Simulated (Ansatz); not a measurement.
`[F][Ti]([F])([F])[Br]` + HCl → `[F][Ti]([F])([F])[Cl]` + HBr at 400 K and 1 bar (ligand exchange at a Ti–Br bond).

Program: Ansatz. Geometries: PBE0-D4/def2-TZVP. ΔE: electronic, gas phase. CCSD(T)/CBS adds triple-zeta CCSD(T) − MP2 to the extrapolated MP2 energy (def2 sets, frozen cores). This one scheme is used for every species. For Br, Ti outer-core shells are correlated without core-valence functions, which leaves a few kJ/mol of doubt a bond. Scalar relativity is left out up to krypton.

| species | CCSD(T)/CBS energy (Eh) | H − E (kJ/mol) | S (J/(mol·K)) |
| --- | --- | --- | --- |
| `[F][Ti]([F])([F])[Br]` | -3721.88725 | 50.3 | 367.9 |
| HCl | -460.38127 | 29.6 | 195.4 |
| `[F][Ti]([F])([F])[Cl]` | -1608.34854 | 50.7 | 355.9 |
| HBr | -2573.91920 | 27.6 | 207.2 |

H − E and S are ideal-gas, rigid-rotor, harmonic terms from PBE0-D4/def2-TZVP. 1 Eh = 2625.50 kJ/mol, R = 8.31446 J/(mol·K).

**Question.** By hand: ΔE, ΔH, ΔS and ΔG.

**Answer.** ΔE = (-1608.34854) + (-2573.91920) − (-3721.88725) − (-460.38127) = 0.00078 Eh = 2.0 kJ/mol. Δ(H − E) = 50.7 + 27.6 − 50.3 − 29.6 = -1.6, so ΔH = 0.4 kJ/mol. ΔS = 355.9 + 207.2 − 367.9 − 195.4 = -0.2 J/(mol·K). ΔG = 0.4 − 400 × (-0.2)/1000 = 0.5 kJ/mol.

**Question.** By hand: the equilibrium constant, and the temperature at which ΔG would vanish if ΔH and ΔS stayed fixed.

**Answer.** log₁₀ K = −ΔG/(RT ln 10) = -0.1. ΔH and −TΔS have one sign here, so there is no such temperature.

The number of gas molecules stays the same, so ΔS is small and ΔH decides. The sign of ΔG lies within the doubt. A doubt of 5 kJ/mol in ΔE shifts log₁₀ K by 0.7 here. These are equilibria of isolated gas molecules and say nothing of rates. Largest T1 diagnostic: 0.024 (customary marks: 0.02 for closed shells, 0.045 for open ones).

ΔS is within the doubt of such terms, so its sign, and with it that verdict, could turn.
